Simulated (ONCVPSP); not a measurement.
**Scattering properties, ONCV potential for arsenic (As)**

arsenic, optimised norm-conserving Vanderbilt (ONCV), made with ONCVPSP 4.0.1 (PBEsol, scalar-relativistic). Core [Ne], reference 3s2 3p6 3d10 4s2 4p1.5 (charge +1.5). Waves: 3s+4s: rc 0.90 bohr, ncon 4, nbas 9, qcut 11.1 1/bohr, 2 projectors; 3p+4p: rc 1.15 bohr, ncon 4, nbas 8, qcut 14.9 1/bohr, 2 projectors; 3d: rc 0.80 bohr, ncon 4, nbas 8, qcut 19.7 1/bohr, 2 projectors, debl 1.9 Ha; f scattering state at 0.41 Ha: rc 1.05 bohr, ncon 4, nbas 7, qcut 9.6 1/bohr, 1 projector. Local part: polynomial inside 0.75 bohr (lpopt 5, dvloc0 0 Ha). Core correction: Teter function, fcfact 4, rcfact 1.65.

In the d channel the program set the typed energies aside and used -2.057, 0.250 Ha.

The phase is arctan(r·R′/R) of the radial function R(r), unwrapped; energies in Ha, scanned from -9 to 5 Ha. A pole is an energy at which the radial function vanishes at the test radius. The pseudo phase is shifted by a multiple of π to meet the all-electron one at the reference energy, and phase errors are pseudo minus all-electron; the curves can meet again beyond the range given. Levels narrower than the energy grid can be missing from the lists of poles.

| channel | radius (bohr) | reference energy (Ha) | poles, all-electron | poles, pseudo | unbroken range about the reference energy with phases within 0.05 rad | phase error 1 Ha above the reference energy (rad) |
| --- | --- | --- | --- | --- | --- | --- |
| s | 0.91 | -1.04 | -5.56 | -5.56 | the whole range | +0.000 |
| p | 1.17 | -0.66 | -4.97 | -4.97 | the whole range | -0.000 |
| d | 0.81 | -2.06 | 1.14 | 1.14 | the whole range | -0.000 |
| f | 1.07 | 0.41 | none | none | the whole range | +0.000 |

Phases in the f channel:

| E (Ha) | all-electron | pseudo |
| --- | --- | --- |
| -8.96 | 1.324 | 1.324 |
| -8.24 | 1.314 | 1.314 |
| -7.52 | 1.302 | 1.303 |
| -6.80 | 1.290 | 1.290 |
| -6.08 | 1.275 | 1.275 |
| -5.36 | 1.258 | 1.258 |
| -4.64 | 1.239 | 1.239 |
| -3.92 | 1.216 | 1.216 |
| -3.20 | 1.188 | 1.188 |
| -2.48 | 1.155 | 1.155 |
| -1.76 | 1.113 | 1.113 |
| -1.04 | 1.058 | 1.058 |
| -0.32 | 0.986 | 0.986 |
| 0.40 | 0.887 | 0.887 |
| 1.12 | 0.743 | 0.743 |
| 1.84 | 0.527 | 0.528 |
| 2.56 | 0.210 | 0.212 |
| 3.28 | -0.197 | -0.192 |
| 4.00 | -0.589 | -0.581 |
| 4.72 | -0.879 | -0.871 |
